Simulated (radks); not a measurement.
Effect of the nuclear size on neutral barium, [Xe] 6s2. Method: Dirac Kohn-Sham, exchange-only LDA, spin-unpolarised, spherical densities, finite nucleus; Fermi nuclear charge, rms radius 4.8378 fm; computed with a radial shooting solver on a logarithmic mesh with Libxc functionals. The rms radius is varied about that value; shifts are against it.

[
 {"rms radius (fm)": "4.0444", "total energy shift (eV)": "-2.53", "density at nucleus (e/bohr^3)": "3.327e+05", "1s1/2 shift (meV)": "-1050", "2s1/2 shift (meV)": "-126", "4p1/2 shift (meV)": "0.498", "5s1/2 shift (meV)": "-0.788", "5p1/2 shift (meV)": "0.195", "6s1/2 shift (meV)": "-0.033", "6p1/2 (empty) shift (meV)": "0.041"},
 {"rms radius (fm)": "4.4798", "total energy shift (eV)": "-1.19", "density at nucleus (e/bohr^3)": "3.262e+05", "1s1/2 shift (meV)": "-494", "2s1/2 shift (meV)": "-59.3", "4p1/2 shift (meV)": "0.234", "5s1/2 shift (meV)": "-0.370", "5p1/2 shift (meV)": "0.091", "6s1/2 shift (meV)": "-0.016", "6p1/2 (empty) shift (meV)": "0.019"},
 {"rms radius (fm)": "4.8378", "total energy shift (eV)": "0", "density at nucleus (e/bohr^3)": "3.214e+05", "1s1/2 shift (meV)": "0.000", "2s1/2 shift (meV)": "0.000", "4p1/2 shift (meV)": "0.000", "5s1/2 shift (meV)": "0.000", "5p1/2 shift (meV)": "0.000", "6s1/2 shift (meV)": "0.000", "6p1/2 (empty) shift (meV)": "0.000"},
 {"rms radius (fm)": "5.07", "total energy shift (eV)": "0.808", "density at nucleus (e/bohr^3)": "3.185e+05", "1s1/2 shift (meV)": "337", "2s1/2 shift (meV)": "40.4", "4p1/2 shift (meV)": "-0.159", "5s1/2 shift (meV)": "0.252", "5p1/2 shift (meV)": "-0.062", "6s1/2 shift (meV)": "0.011", "6p1/2 (empty) shift (meV)": "-0.013"},
 {"rms radius (fm)": "5.9747", "total energy shift (eV)": "4.25", "density at nucleus (e/bohr^3)": "3.086e+05", "1s1/2 shift (meV)": "1770", "2s1/2 shift (meV)": "212", "4p1/2 shift (meV)": "-0.837", "5s1/2 shift (meV)": "1.32", "5p1/2 shift (meV)": "-0.327", "6s1/2 shift (meV)": "0.056", "6p1/2 (empty) shift (meV)": "-0.068"}
]

Slopes of the eigenvalues against <r^2> in GHz/fm^2, as finite differences over the two radii next to the reference (eigenvalue slopes, not the field-shift constants of lines): 1s1/2 35600, 2s1/2 4280, 4p1/2 -16.9, 5s1/2 26.7, 5p1/2 -6.58, 6p1/2 (empty) -1.37.
